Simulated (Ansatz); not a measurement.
Job for Ansatz (a first-principles code): R-B3LYP/def2-TZVPP on CdHI (SMILES [CdH][I]), atoms moved off the minimum. Elements past Kr take the def2 small-core potentials; no spin–orbit coupling.

Ansatz 0.2 input:
```yaml
crystal:
  periodic: [false, false, false]
  atoms:
    - {symbol: Cd, position_ang: [0.17774611, 0.00865781, -1.24263680]}
    - {symbol: H, position_ang: [0.13501833, -0.01200357, -2.93584508]}
    - {symbol: I, position_ang: [0.05557694, 0.04628294, 1.22382049]}
basis:
  gaussian:
    orbitals: def2-TZVPP
hamiltonian:
  xc: {name: B3LYP}
scf: {lower_state_search: off}
output: {forces: true}
```

Output:

```
WARN ansatz: RAYON_NUM_THREADS=2 ignored (pool sized by the plan → 2); use --threads N
Functional definition: B3LYP
these checks for a lower state are left out or cut short: stability, starts, cluster_reference, orbital_swaps, neighbouring_geometries, increment
integrals: 0.04 GiB planned
872 factors; their error is unknown
mean field: 0.39 GiB planned
mean field evaluation 1: about -12686.4490 eV, gradient 2.2e1 eV
mean field evaluation 2: about -12685.7388 eV, gradient 3.2e1 eV
mean field evaluation 4: about -12687.5388 eV, gradient 8.7e-1 eV
mean field evaluation 8: about -12687.8222 eV, gradient 1.7e-1 eV
mean field evaluation 16: about -12687.8222 eV, gradient 3.4e-4 eV
mean field -12687.82221094 eV, -466.2688661374 hartree, gradient 8.2e-6 eV, S^2 0.000000; 0 other end points of the search recorded, 0 dependent functions left out
the calculation of the forces begins
reference -12687.82241871 eV, -466.2688737727 hartree; 23, 23 occupied and 97, 97 virtual orbitals, 872 factors
Total energy: -12687.82241871 eV, -466.2688737727 hartree
Atom 0 at     0.177746     0.008658    -1.242637 Å, force    -0.043524    -0.026503    -2.137093 eV/Å
Atom 1 at     0.135018    -0.012004    -2.935845 Å, force     0.082777     0.000637     0.303517 eV/Å
Atom 2 at     0.055577     0.046283     1.223820 Å, force    -0.039253     0.025866     1.833575 eV/Å
Dipole moment:     0.039599    -0.004826    -0.242514 e Å
Checks for a lower state left out: stability, starts, cluster_reference, orbital_swaps, neighbouring_geometries, increment
```

The run converged.

Cost: about 2.4 core-seconds (a rough figure).
